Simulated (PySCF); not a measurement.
An unknown shows these calculated signals:

¹H NMR (400 MHz, computed): δ 4.58 (m, 1H), 4.53 (m, 1H), 2.41 (m, 2H), 2.39 (m, 2H).

¹³C{¹H} NMR (computed): δ 124.9 (C), 85.2 (C), 28.0 (CH2).

One computed conformer, non-relativistic, averaged over atoms made equivalent by symmetry, fast rotation or ring inversion, gas phase. Structure optimised with GFN2-xTB; σ from GIAO-PBE0/pcSseg-1; PySCF.

Chemical shifts δ = σref − σ; ¹H and ¹³C vs TMS, all at this level.

Problem. Which of these does the molecule contain: a Si–CH3 group, a non-aromatic C=C double bond, a Si–H bond, a nitrile, a ketone?

Solution. 
- A Si–CH3 group: no.
- A non-aromatic C=C double bond: no.
- A Si–H bond: yes (δH 4.58 (m), 4.53 (m)).
- A nitrile: yes (δC 124.9).
- A ketone: no.

The data belong to `N#CC1(F)C[SiH2]C1`, C4H6FNSi; they needn't prove each group on their own.

Carbon signals by region: 1 in the sp2 and nitrile region (100–160 ppm), 1 at 50–100 ppm, 1 below 50 ppm.

Splittings by ¹⁹F in the carbon and heteronuclear signals aren't shown, as no couplings were computed. Shifts are as computed. Against solution values, carbons near 30 ppm lie about +3 ppm off and those near 130 ppm about +5 ppm. Of 1309 compounds with measured shifts, 239 miss one by over three times the rms of a fit or turn the order of signals round; such compounds aren't used in these exercises. No couplings were computed; multiplicities are counted from neighbouring protons, with m where these are inequivalent, close in shift, in a saturated or five-membered ring or joined by F or P, and br s for small geminal =CH2 splittings.
